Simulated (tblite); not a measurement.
C₇H₆F (doublet state).
InChI=1S/C7H6F/c1-2-6-4-3-5-7(6)8/h1,3-4,6H,5H2/t6-/m1/s1

Calculated harmonic vibrations of the isolated species, GFN2-xTB (tblite), most abundant isotopes, no scaling. This tight-binding method is rough: wavenumbers can miss measured ones by several per cent, in bad cases by 10 to 20. Open shells enter through the occupations alone, without spin polarisation, and single modes of such species can be off by tens of per cent.

Harmonic wavenumbers (cm⁻¹): 72.1, 104.7, 151.3, 270.8, 328.9, 335.7, 452.9, 475.3, 562.8, 648.3, 657.9, 733.4, 760.9, 839.7, 877.0, 925.6, 969.1, 1003.1, 1032.6, 1063.1, 1107.5, 1149.0, 1191.5, 1211.0, 1228.9, 1295.3, 1313.0, 1428.9, 1682.5, 2286.8, 2816.8, 2857.8, 2906.0, 3116.8, 3134.6, 3394.2.

A = 2965, B = 1940, C = 1311 MHz; mass 109.045 u (most abundant isotopes); point group C1, symmetry number 1; spin multiplicity 2.

Q: Zero-point energy?

A: ½Σν̃ = 22193 cm⁻¹ = 265.49 kJ/mol.

Q: Entropy at 400 K, 1 bar (ideal gas, RRHO, classical rotation)?

A: Translation 173.48, rotation 121.43, vibration 110.12, spin (R ln 2) 5.76: S = 410.8 J/(mol K).

Q: And Cp and H(400 K) − H(0)?

A: Cp = 160.12 J/(mol K), of which vibrations give 126.87 (their classical limit is 36 R = 299.3); H(400 K) − H(0) = 37.61 kJ/mol without the zero-point energy, 24.30 from vibrations.

Q: What must be added to the electronic energy to get the Gibbs energy at 400 K and 1 bar?

A: ZPE + [H(400 K) − H(0)] − T·S = 265.49 + 37.61 − 164.32 = 138.78 kJ/mol.

Q: Blend soft modes into free rotors: weight 1/[1 + (100 cm⁻¹/ν̃)⁴] for the oscillator and the rest for a rotor with moment μB/(μ + B), μ = h/(8π²ν), B = 10⁻⁴⁴ kg m². What vibrational entropy results?

A: 104.27 J/(mol K) in place of 110.12, which changes −T·S at 400 K by +2.34 kJ/mol.

Hindered rotation and anharmonicity are outside this model. The structure is chiral; the term R ln 2 for an equal mix with its mirror image is left out.

Time: 0.29 s. Hardware: one thread of an Arm Neoverse V2, on a shared host. This covers the Hessian and the dipole derivatives.
